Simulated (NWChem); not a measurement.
Everything below was run with NWChem. System: I$_{2}$ (-1), charge -1, spin multiplicity 2, at a geometry optimised with UB3LYP/def2-SVP with def2 effective core potentials on I. The structure started from a generated list of species. Its SCF solution wasn't tested for a lower state. Level: UHF/def2-TZVPD with def2 effective core potentials on I.

Input file:

```
start mol
memory heap 200 mb stack 900 mb global 1100 mb
charge -1
geometry units angstroms nocenter noautoz
  I      0.000000     0.000000     1.689068
  I      0.000000     0.000000    -1.689068
  symmetry group D2h
end
basis spherical
  * library def2-tzvpd
end
ecp
  I library def2-ecp
end
scf
  uhf
  nopen 1
  maxiter 100
  thresh 1e-7
  semidirect memsize 60000000 filesize 0
  # guess.movecs holds the orbitals of an unrestricted PBE0 run
  vectors input guess.movecs output mol.movecs
end
task scf energy
```

NWChem printed:

```
             Northwest Computational Chemistry Package (NWChem) 7.3.0
             --------------------------------------------------------

                                NWChem Input Module
                                -------------------

 Scaling coordinates for geometry "geometry" by  1.889725989
 (inverse scale =  0.529177249)

 Turning off AUTOSYM since
 SYMMETRY directive was detected!

                             Geometry "geometry" -> ""
                             -------------------------

 Output coordinates in angstroms (scale by  1.889725989 to convert to a.u.)

  No.       Tag          Charge          X              Y              Z
 ---- ---------------- ---------- -------------- -------------- --------------
    1 I                   53.0000     0.00000000     0.00000000     1.68906800
    2 I                   53.0000     0.00000000     0.00000000    -1.68906800

 Effective nuclear repulsion energy (a.u.)     440.0234012012

            Nuclear Dipole moment (a.u.)
            ----------------------------
        X                 Y               Z
 ---------------- ---------------- ----------------
     0.0000000000     0.0000000000     0.0000000000

      Symmetry information
      --------------------

 Group name             D2h
 Group number             26
 Group order               8
 No. of unique centers     1

      Symmetry unique atoms

     1


 Summary of "ao basis" -> "" (spherical)
 ------------------------------------------------------------------------------
       Tag                 Description            Shells   Functions and Types
 ---------------- ------------------------------  ------  ---------------------
 *                         def2-tzvpd                 on all atoms

 Summary of "ao basis" -> "ao basis" (spherical)
 ------------------------------------------------------------------------------
       Tag                 Description            Shells   Functions and Types
 ---------------- ------------------------------  ------  ---------------------
 I                         def2-tzvpd               19       59   7s6p4d2f

                                 NWChem SCF Module
                                 -----------------

  ao basis        = "ao basis"
  functions       =   118
  atoms           =     2
  alpha electrons =    26
  beta  electrons =    25
  charge          =  -1.00
  wavefunction    = UHF
  use symmetry    = T
  symmetry adapt  = T

 Summary of "ao basis" -> "ao basis" (spherical)
 ------------------------------------------------------------------------------
       Tag                 Description            Shells   Functions and Types
 ---------------- ------------------------------  ------  ---------------------
 I                         def2-tzvpd               19       59   7s6p4d2f

      Symmetry analysis of basis
      --------------------------

        ag         25
        au          6
        b1g         6
        b1u        25
        b2g        14
        b2u        14
        b3g        14
        b3u        14

 Forming initial guess at       0.1s

   Symmetry analysis of molecular orbitals - initial alpha
   -------------------------------------------------------

  Numbering of irreducible representations:

     1 ag          2 au          3 b1g         4 b1u         5 b2g
     6 b2u         7 b3g         8 b3u

  Orbital symmetries:

     1 b1u         2 ag          3 b1u         4 ag          5 b2g
     6 b3g         7 b2u         8 b3u         9 ag         10 b1u
[...]
  ----- ------------  ---------------      ----- ------------  ---------------
    18      0.382967  1 I  py                77     -0.382967  2 I  py
    12     -0.316949  1 I  py                71      0.316949  2 I  py
    15      0.248068  1 I  py                74     -0.248068  2 I  py
    21      0.236210  1 I  py                80     -0.236210  2 I  py

 Vector   24  Occ=1.000000D+00  E=-1.719366D-01  Symmetry=b2g
              MO Center= -1.6D-16, -2.7D-17,  1.7D-16, r^2= 5.3D+00
   Bfn.  Coefficient  Atom+Function         Bfn.  Coefficient  Atom+Function
  ----- ------------  ---------------      ----- ------------  ---------------
    17      0.382967  1 I  px                76     -0.382967  2 I  px
    11     -0.316949  1 I  px                70      0.316949  2 I  px
    14      0.248068  1 I  px                73     -0.248068  2 I  px
    20      0.236210  1 I  px                79     -0.236210  2 I  px

 Vector   25  Occ=1.000000D+00  E=-1.596931D-01  Symmetry=ag
              MO Center=  3.2D-19, -2.6D-19,  9.6D-16, r^2= 4.6D+00
   Bfn.  Coefficient  Atom+Function         Bfn.  Coefficient  Atom+Function
  ----- ------------  ---------------      ----- ------------  ---------------
    19      0.343825  1 I  pz                78     -0.343825  2 I  pz
    13     -0.278754  1 I  pz                72      0.278754  2 I  pz
    22      0.204550  1 I  pz                81     -0.204550  2 I  pz
    16      0.197825  1 I  pz                75     -0.197825  2 I  pz

 Vector   26  Occ=0.000000D+00  E= 1.160804D-01  Symmetry=b1u
              MO Center= -1.2D-19,  7.4D-19, -1.5D-14, r^2= 1.5D+01
   Bfn.  Coefficient  Atom+Function         Bfn.  Coefficient  Atom+Function
  ----- ------------  ---------------      ----- ------------  ---------------
     7      0.706144  1 I  s                 66     -0.706144  2 I  s
    25     -0.634257  1 I  pz                84     -0.634257  2 I  pz
    22     -0.350377  1 I  pz                81     -0.350377  2 I  pz
    19     -0.267396  1 I  pz                78     -0.267396  2 I  pz
    13      0.236225  1 I  pz                72      0.236225  2 I  pz

 Vector   27  Occ=0.000000D+00  E= 1.578297D-01  Symmetry=b1u
              MO Center= -1.6D-15, -1.6D-15,  4.4D-14, r^2= 2.7D+01
   Bfn.  Coefficient  Atom+Function         Bfn.  Coefficient  Atom+Function
  ----- ------------  ---------------      ----- ------------  ---------------
     7      1.842549  1 I  s                 66     -1.842549  2 I  s
    25     -1.216136  1 I  pz                84     -1.216136  2 I  pz
     6     -0.570661  1 I  s                 65      0.570661  2 I  s
    43      0.334390  1 I  d  0             102     -0.334390  2 I  d  0
    19      0.259150  1 I  pz                78      0.259150  2 I  pz

 Vector   28  Occ=0.000000D+00  E= 1.717009D-01  Symmetry=b3u
              MO Center=  1.3D-18, -5.6D-21, -3.7D-17, r^2= 2.4D+01
   Bfn.  Coefficient  Atom+Function         Bfn.  Coefficient  Atom+Function
  ----- ------------  ---------------      ----- ------------  ---------------
    23      0.738754  1 I  px                82      0.738754  2 I  px
    20     -0.469171  1 I  px                79     -0.469171  2 I  px

 center of mass
 --------------
 x =   0.00000000 y =   0.00000000 z =   0.00000000

 moments of inertia (a.u.)
 ------------------
        2585.740433006102           0.000000000000           0.000000000000
           0.000000000000        2585.740433006102           0.000000000000
           0.000000000000           0.000000000000           0.000000000000

  Mulliken analysis of the total density
  --------------------------------------

    Atom       Charge   Shell Charges
 -----------   ------   -------------------------------------------------------
    1 I   25    25.50   0.19 -0.77  1.58  1.01  1.08  0.88  0.03 -0.49  6.44  1.31  2.80  1.35  0.05  9.23  0.75  0.04  0.00  0.00  0.00
    2 I   25    25.50   0.19 -0.77  1.58  1.01  1.08  0.88  0.03 -0.49  6.44  1.31  2.80  1.35  0.05  9.23  0.75  0.04  0.00  0.00  0.00

  Mulliken analysis of the alpha density
  --------------------------------------

    Atom       Charge   Shell Charges
 -----------   ------   -------------------------------------------------------
    1 I   25    13.00   0.09 -0.38  0.79  0.50  0.55  0.44  0.02 -0.25  3.23  0.73  1.56  0.68  0.02  4.61  0.38  0.02  0.00  0.00  0.00
    2 I   25    13.00   0.09 -0.38  0.79  0.50  0.55  0.44  0.02 -0.25  3.23  0.73  1.56  0.68  0.02  4.61  0.38  0.02  0.00  0.00  0.00

   Mulliken analysis of the beta density
   -------------------------------------

    Atom       Charge   Shell Charges
 -----------   ------   -------------------------------------------------------
    1 I   25    12.50   0.09 -0.38  0.79  0.51  0.53  0.44  0.01 -0.24  3.22  0.58  1.24  0.67  0.03  4.62  0.37  0.02 -0.00  0.00  0.00
    2 I   25    12.50   0.09 -0.38  0.79  0.51  0.53  0.44  0.01 -0.24  3.22  0.58  1.24  0.67  0.03  4.62  0.37  0.02 -0.00  0.00  0.00

   Mulliken analysis of the spin density
   -------------------------------------

    Atom       Charge   Shell Charges
 -----------   ------   -------------------------------------------------------
    1 I   25     0.50   0.00 -0.00  0.00 -0.00  0.01 -0.00  0.01 -0.00  0.01  0.16  0.32  0.01 -0.01 -0.01  0.01 -0.00  0.01  0.00  0.00
    2 I   25     0.50   0.00 -0.00  0.00 -0.00  0.01 -0.00  0.01 -0.00  0.01  0.16  0.32  0.01 -0.01 -0.01  0.01 -0.00  0.01  0.00  0.00

       Multipole analysis of the density wrt the origin
       ------------------------------------------------

     L   x y z        total         alpha         beta         nuclear
     -   - - -        -----         -----         ----         -------
     0   0 0 0     -1.000000    -26.000000    -25.000000     50.000000

     1   1 0 0      0.000000      0.000000      0.000000      0.000000
     1   0 1 0      0.000000      0.000000      0.000000      0.000000
     1   0 0 1     -0.000000     -0.000000     -0.000000      0.000000

     2   2 0 0    -45.812283    -23.242033    -22.570250      0.000000
     2   1 1 0      0.000000     -0.000000      0.000000      0.000000
     2   1 0 1      0.000000      0.000000     -0.000000      0.000000
     2   0 2 0    -45.812283    -23.242033    -22.570250      0.000000
     2   0 1 1     -0.000000     -0.000000      0.000000      0.000000
     2   0 0 2    -56.439432   -292.387630   -273.455325    509.403523

 Task  times  cpu:        2.1s     wall:        2.1s

 Total times  cpu:        2.1s     wall:        2.1s
```
